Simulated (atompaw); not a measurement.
## An all-electron radial function and its pseudo partner (gold)

Columns: radius, all-electron u(r) and pseudo u(r) of the 6s shell (level -9.74 eV) of gold in the configuration [Xe] 4f14 5d10 6s0.5 6p0; LDA (PW92), scalar-relativistic, PAW (atompaw) scheme, atompaw 4.2.0.5.

```
r (bohr)  all-electron  pseudo
   0.126       -0.1408  0.0441
   0.252        0.1309  0.0886
   0.378        0.1630  0.1339
   0.505       -0.0815  0.1807
   0.631       -0.2734  0.2284
   0.757       -0.3221  0.2772
   0.883       -0.2549  0.3270
   1.009       -0.1230  0.3771
   1.135        0.0319  0.4268
   1.262        0.1850  0.4756
   1.388        0.3199  0.5217
   1.514        0.4325  0.5642
   1.640        0.5217  0.6021
   1.766        0.5888  0.6343
   1.892        0.6364  0.6597
   2.018        0.6672  0.6777
   2.145        0.6840  0.6879
   2.271        0.6891  0.6902
   2.397        0.6849  0.6851
   2.523        0.6734  0.6734
   2.649        0.6561  0.6561
   2.775        0.6345  0.6345
   2.902        0.6096  0.6096
   3.028        0.5825  0.5825
   3.154        0.5541  0.5541
   3.280        0.5249  0.5249
```

Question: How many radial nodes do the two functions have?

Answer: The all-electron 6s function has n − l − 1 = 5 (the table is too coarse to show those close to the nucleus); the pseudo-wave has 0, since the states of the same l below it are removed with the core.

Question: At about which radius was the pseudo-wave matched?

Answer: 2.68 bohr. The columns agree to 0.0005 from 2.40 bohr on; several derivatives are matched, so the curves merge somewhat inside the radius.

Question: Is the pseudo-wave norm-conserving?

Answer: No, it belongs to a PAW set: the norm inside the radius is not constrained, and the difference is carried by the augmentation charge.
